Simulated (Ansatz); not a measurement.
`C=C[CH2][Al]([F])[F]` + NH₃ → `[NH2][Al]([F])[F]` + `C=CC` at 700 K and 1 bar (ligand exchange at the Al–C bond).

Program: Ansatz. Geometries: PBE0-D4/def2-TZVP. ΔE: electronic, gas phase. CCSD(T)/CBS adds triple-zeta CCSD(T) − MP2 to the extrapolated MP2 energy (def2 sets, frozen cores). This one scheme is used for every species. Each species was taken in one conformer, which may not be the lowest.

```csv
species,CCSD(T)/CBS energy (Eh),H − E (kJ/mol),S (J/(mol·K))
`C=C[CH2][Al]([F])[F]`,-558.91415,280.1,485.0
NH₃,-56.50880,116.9,226.5
`[NH2][Al]([F])[F]`,-497.71159,135.9,378.1
`C=CC`,-117.74610,260.0,340.6
```

H − E and S are ideal-gas, rigid-rotor, harmonic terms from PBE0-D4/def2-TZVP, for one conformer and one mirror image of each species. 1 Eh = 2625.50 kJ/mol, R = 8.31446 J/(mol·K).

Q: By hand: ΔE, ΔH, ΔS and ΔG.

A: ΔE = (-497.71159) + (-117.74610) − (-558.91415) − (-56.50880) = -0.03474 Eh = -91.2 kJ/mol. Δ(H − E) = 135.9 + 260.0 − 280.1 − 116.9 = -1.1, so ΔH = -92.3 kJ/mol. ΔS = 378.1 + 340.6 − 485.0 − 226.5 = 7.2 J/(mol·K). ΔG = -92.3 − 700 × (7.2)/1000 = -97.3 kJ/mol.

Q: By hand: the equilibrium constant, and the temperature at which ΔG would vanish if ΔH and ΔS stayed fixed.

A: log₁₀ K = −ΔG/(RT ln 10) = 7.3. ΔH and −TΔS have one sign here, so there is no such temperature.

The number of gas molecules stays the same, so ΔS is small and ΔH decides. A doubt of 5 kJ/mol in ΔE shifts log₁₀ K by 0.4 here. Other conformers and mirror images would add mixing entropy, several J/(mol·K) or more a flexible species. These are equilibria of isolated gas molecules and say nothing of rates. Largest T1 diagnostic: 0.012 (customary marks: 0.02 for closed shells, 0.045 for open ones).

ΔS is within the doubt of such terms, so its sign, and with it that verdict, could turn.
